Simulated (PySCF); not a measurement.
A thermochemical cycle for CdSb

r²SCAN in PySCF with def2-SVP on every atom (core potentials on Cd, Sb), for the lowest determinant that a PBE0 search found; no spin–orbit coupling. CdSb, a quartet (σ ↑, π ↑↑), has De = 0.28 eV to neutral atoms, and CdSb⁺, a triplet (π ↑↑), has De = 2.40 eV to Cd + Sb⁺.

The adiabatic ionisation energy of CdSb, between the minima, is 7.06 eV.

Question: Which ionisation energy of the Sb atom does this level give?

Answer: IE(Sb) = IE(molecule) + De(ion) − De(neutral) = 7.06 + 2.40 − 0.28 = 9.18 eV; the measured value is 8.608 eV (NIST ASD).

Weak bonds: CdSb. Basis-set superposition, not corrected here, can be much of De in a small basis, most of all at correlated wavefunction levels. These are scalar-relativistic numbers at best; spin–orbit coupling would shift them, the dissociation energy most. For an ion De counts to the pair picked by the measured ionisation energies or electron affinities, which need not be the lowest pair at this level. States were picked by a PBE0 search and need not be the measured ground states.
